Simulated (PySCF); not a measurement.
C3H7NOSi.
SMILES with atom numbers: `[CH3:1][CH2:2][O:3][SiH2:4][C:5]#[N:6]` (hydrogens: H7, H8, H9 on C1; H10, H11 on C2; H12, H13 on Si4)

The calculation used TDDFT PBE0/def2-SVPD, vertical, gas phase, core orbitals frozen in the response in PySCF. One conformer (not necessarily the lowest) at the GFN2-xTB geometry, without solvent, vibrations or thermal averaging. Torsions of this conformer, `[CH3:1][CH2:2][O:3][SiH2:4][C:5]#[N:6]`: C1–C2–O3–Si4 180°, C2–O3–Si4–C5 58°.

```csv
state,E (eV),E (hartree),f,"main configurations (H = HOMO, L = LUMO)"
S1,6.50,0.2389,0.0021,H→L (97%)
S2,6.84,0.2514,0.0042,"H-1→L (63%), H-2→L (25%)"
S3,7.21,0.2651,0.0077,"H-2→L (48%), H-1→L (33%)"
S4,7.37,0.2708,0.0074,H→L+1 (87%)
S5,7.43,0.2731,0.0019,"H-3→L (44%), H-1→L+1 (20%), H-2→L+1 (12%)"
S6,7.67,0.2818,0.0017,"H-3→L+1 (47%), H-2→L+1 (22%)"
```

Triplets (Tamm–Dancoff): T1 5.85 eV, H-3→L (38%), H-2→L+1 (18%), H-2→L (10%); T2 6.20 eV, H→L (62%), H-2→L (14%).

The lowest singlet lies at 6.50 eV (191 nm, vacuum ultraviolet) and is very weak; its leading configuration is HOMO→LUMO (97%). The largest oscillator strength of a single state is 0.0077. Löwdin shares by element: HOMO oxygen 47%, carbon 16% or more, hydrogen 8% or more, silicon 8% (atoms not listed hold the other 21%); LUMO silicon 29%, carbon 24% or more, nitrogen 22%, hydrogen 7% or more (atoms not listed hold the other 19%). Weighted by f, the mean energy of these states is 7.19 eV. Of the 6 states listed, none reaches f = 0.01 and none stays under 0.0005. The listed states span 1.17 eV, and the widest gap between neighbours is 0.37 eV (S2 to S3). Only the lowest 6 singlets were computed, as vertical energies without vibronic structure.
